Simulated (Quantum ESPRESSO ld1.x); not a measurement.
Results of a calculation; reference values are marked as such.
Question: The aim is neutral chlorine in [Ne] 3s2 3p5. This ld1.x (Quantum ESPRESSO 7.5) run was made with `OMP_NUM_THREADS=1 ld1.x < ld1.in > ld1.out`. Can the result be used? Name any fault.

```
 &input
    zed=17.0,
    iswitch=1,
    rel=0,
    dft='HF',
    config='[Ne] 3s2 3p5',
    prefix='ld1',
    max_out_wfc=37,
    file_charge='ld1.rho',
 /
```

Output (excerpt):

```
     Program LD1 v.7.5 starts

 %%%%%%%%%%%%%%%%%%%%%%%%%%%%%%%%%%%%%%%%%%%%%%%%%%%%%%%%%%%%%%%%%%%%%%%%%%%%%%
     Error in routine ld1_setup (1):
     HF not implemented yet
 %%%%%%%%%%%%%%%%%%%%%%%%%%%%%%%%%%%%%%%%%%%%%%%%%%%%%%%%%%%%%%%%%%%%%%%%%%%%%%

     stopping ...
```

Answer: No (refused). The line at issue: dft='HF'. The program stops in ld1_setup with "HF not implemented yet": ld1.x has no Hartree-Fock; KLI and OEP are its exact-exchange options. The sound input gives -460.158 hartree.
